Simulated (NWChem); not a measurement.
C3H5F; SMILES C/C=C\F

Question: Give the equilibrium geometry at PBE-D3(BJ)/def2-SVP (NWChem) as an XYZ file, with the point group.

Answer: point group Cs; any orientation.
```
9

C      0.5515     1.4840     0.0000
C     -0.6511     0.5911     0.0000
C     -0.6162    -0.7502     0.0000
F      0.5384    -1.4477     0.0000
H      1.4884     0.8955     0.0000
H      0.5601     2.1494     0.8897
H      0.5601     2.1494    -0.8897
H     -1.6548     1.0468     0.0000
H     -1.5029    -1.4055     0.0000
```
